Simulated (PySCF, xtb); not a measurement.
H₈N₂Si₃, SMILES [SiH2]1N[SiH2][SiH]1N.

GFN2-xTB (xtb 6.7.1) at its own geometry gives an orbital gap of 3.40 eV and a dipole moment of 1.40 D.

Geometry: B3LYP-D3(BJ)/def2-SVP. The structure was generated by enumeration, and PubChem lists no compound with its InChIKey, so it may never have been made. One conformer was computed; it need not be the lowest.

### Question
What does PBE/def2-TZVP run with PySCF give? (The exact figures need the calculation; the answer reports its results.)

### Answer
gap 3.99 eV (levels -5.39 and -1.40 eV), dipole 1.17 D.
